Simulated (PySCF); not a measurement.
# How the method changes the shape and vibrations of B3H2O cation

All numbers below are calculated, not measured. They come from PySCF 2.14.0, an open-source quantum chemistry program, on an isolated molecule that a program drew, which may never have been made. The molecule is B3H2O cation (charge +1, singlet), drawn as the SMILES string `[BH+]BB=O`.

The geometry was optimised and harmonic frequencies were computed with HF and MP2, all in the cc-pVDZ basis, for the commonest isotopes, with a restricted reference for singlets and an unrestricted one otherwise, and a frozen core in MP2. Each result is a local minimum of its method.

Geometry at the HF minimum:
```xyz
6
B3H2O cation, angstrom
B     1.1290    1.5477    2.5520
B    -0.3057    0.6013    2.3838
B    -1.4498    0.9950    1.2032
O    -2.2016    1.3269    0.3607
H     2.1142    2.1827    2.6815
H    -0.4044   -0.3094    3.1429
```

Lengths of the bonds as drawn, in Å (atoms numbered as above):
```
bond,HF,MP2
B1-B2,1.727,1.717
B2-B3,1.690,1.677
B3-O4,1.177,1.219
B1-H5,1.179,1.188
B2-H6,1.190,1.201
```

Rotational constants, in GHz:
| constant | HF | MP2 |
|---|---|---|
| A | 36.26 | 35.96 |
| B | 3.887 | 3.865 |
| C | 3.51 | 3.49 |

Harmonic frequencies in cm^-1, each column in rising order, so a row needn't be the same motion in every method:
| rank | HF | MP2 |
|---|---|---|
| 1 | 142 | 126 |
| 2 | 301 | 262 |
| 3 | 427 | 370 |
| 4 | 589 | 558 |
| 5 | 653 | 642 |
| 6 | 804 | 769 |
| 7 | 850 | 817 |
| 8 | 890 | 882 |
| 9 | 1086 | 1035 |
| 10 | 2217 | 1930 |
| 11 | 2797 | ? |
| 12 | 2936 | 2855 |

**Estimate the missing MP2 frequency from the HF column.**

A single factor s that minimises the squared misfit of MP2 against s times HF over the other rows is sum(HF x MP2) / sum(HF^2) = 0.9411, with an rms misfit of 59 cm^-1. For rank 11 it gives 0.9411 x 2797 = 2632 cm^-1. The calculation gives 2715 cm^-1, 83 cm^-1 above the estimate. The drawn bonds are on average 0.8 % longer in MP2 than in HF.
